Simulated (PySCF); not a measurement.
Input file for PySCF: R-M06-2X/def2-TZVPP on BiH3O2 (SMILES [OH][BiH][OH]), a point of a torsion scan. Elements past Kr take the def2 small-core potentials; no spin–orbit coupling.

```python
from pyscf import gto, dft

mol = gto.M(
    atom='''
    O    -1.47312038   -0.43545658    0.69465049
    Bi    0.22623806    0.74374699    0.33493964
    O     0.24018120    1.40342647    2.28630940
    H    -2.01214589   -0.52888677   -0.08888453
    H     1.27905955   -0.64254605    0.71816562
    H    -0.01449738    0.67500417    2.84988510
    ''',
    basis='def2-tzvpp',
    ecp={'Bi': 'def2-tzvpp'},
    charge=0, spin=0, verbose=4, max_memory=1800)
mf = dft.RKS(mol, xc='m062x').density_fit(auxbasis='def2-universal-jkfit')
mf.grids.level = 4
mf.conv_tol = 1e-9
mf.max_cycle = 150
mf.kernel()
mf.dip_moment()
```

The head of its log:

```
PySCF version 2.14.0

[INPUT] verbose = 4
[INPUT] num. atoms = 6
[INPUT] num. electrons = 42
[INPUT] charge = 0
[INPUT] spin (= nelec alpha-beta = 2S) = 0
[INPUT] symmetry False subgroup None
[INPUT] Mole.unit = angstrom
[INPUT] Symbol           X                Y                Z      unit          X                Y                Z       unit  Magmom
[INPUT]  1 O     -1.473120380000  -0.435456580000   0.694650490000 AA   -2.783794066715  -0.822893675340   1.312699178395 Bohr   0.0
[INPUT]  2 Bi     0.226238060000   0.743746990000   0.334939640000 AA    0.427527972353   1.405478117070   0.632944187860 Bohr   0.0
[INPUT]  3 O      0.240181200000   1.403426470000   2.286309400000 AA    0.453876688269   2.652091664265   4.320498602019 Bohr   0.0
[INPUT]  4 H     -2.012145890000  -0.528886770000  -0.088884530000 AA   -3.802404654769  -0.999451146206  -0.167967418411 Bohr   0.0
[INPUT]  5 H      1.279059550000  -0.642546050000   0.718165620000 AA    2.417072246509  -1.214236056921   1.357136333878 Bohr   0.0
[INPUT]  6 H     -0.014497380000   0.675004170000   2.849885100000 AA   -0.027396077724   1.275573014239   5.385502325479 Bohr   0.0

nuclear repulsion = 136.350802106839
number of shells = 56
number of NR pGTOs = 231
number of NR cGTOs = 154
basis = def2-tzvpp
ecp = {'Bi': 'def2-tzvpp'}


******** <class 'pyscf.df.df_jk.DFRKS'> ********
method = DFRKS
initial guess = minao
damping factor = 0
level_shift factor = 0
DIIS = <class 'pyscf.scf.diis.CDIIS'>
diis_start_cycle = 1
diis_space = 8
diis_damp = 0
SCF conv_tol = 1e-09
SCF conv_tol_grad = None
SCF max_cycles = 150
direct_scf = False
XC library pyscf.dft.libxc version 7.1.2
    S. Lehtola, C. Steigemann, M. J. T. Oliveira, and M. A. L. Marques,  SoftwareX 7, 1–5 (2018)
XC functionals = m062x
    Y. Zhao and D. G. Truhlar,  Theor. Chem. Acc. 120, 215 (2008)
    Y. Zhao and D. G. Truhlar,  Theor. Chem. Acc. 120, 215 (2008)
radial grids:
    Treutler-Ahlrichs [JCP 102, 346 (1995); DOI:10.1063/1.469408] (M4) radial grids

becke partition: Becke, JCP 88, 2547 (1988); DOI:10.1063/1.454033
pruning grids: <function nwchem_prune>
grids dens level: 4
symmetrized grids: False
atomic radii adjust function: <function treutler_atomic_radii_adjust>
small_rho_cutoff = 0
Set gradient conv threshold to 3.16228e-05
Initial guess from minao.
tot grids = 137560
******** <class 'pyscf.df.df.DF'> ********
auxbasis = def2-universal-jkfit
init E= -331.935272658152
  HOMO = -0.759211620295645  LUMO = -0.583907491551809  gap/eV = 4.77027
cycle= 1 E= -365.899561617516  delta_E=  -34  |g|= 2.12  |ddm|= 11.6
  HOMO = -0.147122133602181  LUMO = 0.0612632599925825  gap/eV = 5.67046
cycle= 2 E= -366.28938320824  delta_E= -0.39  |g|= 1.75  |ddm|= 5.77
  HOMO = -0.313878291064331  LUMO = -0.00893591204279494  gap/eV = 8.29790
```

Question: Give the final energy of this run.

Answer: -366.7654 hartree.
